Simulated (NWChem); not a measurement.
Molecule: CH4AlCl; SMILES [CH3][AlH][Cl]

```xyz
7

Al    -0.5880     0.4608    -0.0001
H     -2.1675     0.5596     0.0003
Cl     0.2125    -1.4963     0.0000
C      0.6113     1.9895     0.0000
H      1.6730     1.7003    -0.0051
H      0.4325     2.6220     0.8864
H      0.4255     2.6282    -0.8806
```
Atoms are numbered in this order, from 1.

Program: NWChem. All runs use the structure optimised with PBE0/def2-SVP. Ions are spin-unrestricted doublets at the neutral geometry; other ion states weren't tried.

For level B3LYP/def2-SVP:

| Quantity | Value |
|---|---|
| vertical ionisation energy, ΔSCF (eV) | 10.25 |
| −ε(HOMO) (eV) | 7.87 |

**Question.** Estimate the same quantities for level PBE/def2-SVP.

**Answer.** 
| Quantity | Result |
|---|---|
| vertical ionisation energy, ΔSCF (eV) | 9.93 |
| −ε(HOMO) (eV) | 6.80 |
